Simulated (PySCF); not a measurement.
Working out the ionisation energy of Te

Te [Kr] 4d10 5s2 5p4 (3P) → Te+ [Kr] 4d10 5s2 5p3 (4S). All numbers are calculated (PySCF 2.14, a scalar-relativistic core potential, in aug-cc-pVTZ-PP with ECP28MDF). Frozen: 4s2 4p6 4d10. Energies in hartree (1 hartree = 27.21139 eV):

| part | Te (lower) | Te+ (upper) |
| --- | --- | --- |
| UHF | -267.006367 | -266.722163 |
| MP2 opposite-spin | -0.066851 | -0.046738 |
| MP2 same-spin | -0.019554 | -0.016755 |

**Question.** What does Hartree-Fock give?

**Answer.** (-266.722163) − (-267.006367) = 0.284204 hartree = 7.734 eV.

**Question.** What do MP2 and SCS-MP2 (6/5 opposite-spin, 1/3 same-spin) give?

**Answer.** The opposite-spin parts differ by 0.547 eV and the same-spin parts by 0.076 eV. MP2: 7.734 + (0.547) + (0.076) = 8.357 eV. SCS-MP2: 7.734 + 1.2 × (0.547) + (0.076)/3 = 8.416 eV.

Measured between the centres of the two terms (NIST): 8.749 eV, so MP2 (valence) is off by -0.392 eV.

What remains against the reference includes basis incompleteness, the frozen core and correlation beyond second order.
